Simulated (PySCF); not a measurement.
C3H5BN2, SMILES NB1C=CN=C1.

Coordinates come from a PBE-D3(BJ)/def2-SVP optimisation. This is a generated structure with no PubChem entry under its InChIKey; it may be hypothetical. Other conformers were not sampled.

Two levels are set side by side: PBE/def2-TZVP (PySCF) and CAM-B3LYP/def2-TZVP (PySCF). Same geometry, gas phase. Differences are taken from unrounded values.

```
quantity                     CAM-B3LYP    PBE  PBE minus CAM-B3LYP
---------------------------  ---------  -----  -------------------
orbital gap (eV)                  6.98   2.39                -4.59
highest occupied level (eV)      -8.09  -5.59                 2.50
lowest empty level (eV)          -1.11  -3.20                -2.09
dipole moment (D)                 3.82   3.93                 0.12
mean polarisability (bohr³)       59.9   62.8                  2.9
```

Without exact exchange PBE keeps part of each electron's self-repulsion, which lifts occupied levels and narrows the gap. Loosely held outer electrons make PBE densities more polarisable. Differences between two approximate levels are no errors against the true value.

Rough cost on one machine, each run with all the roots and properties that it gave: CAM-B3LYP against PBE within a factor of 2.
